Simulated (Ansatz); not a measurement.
Harmonic frequencies (cm⁻¹) at PBE0-D4/def2-TZVP from Ansatz: 114, 360, 391, 431, 595, 1913.

Question: Which molecule is it?
A. `[O][InH][Cl]`•
B. `[CH2]N`•
C. `F[B]S`•
D. `N#[C][GeH][Cl]`•

Answer: A.
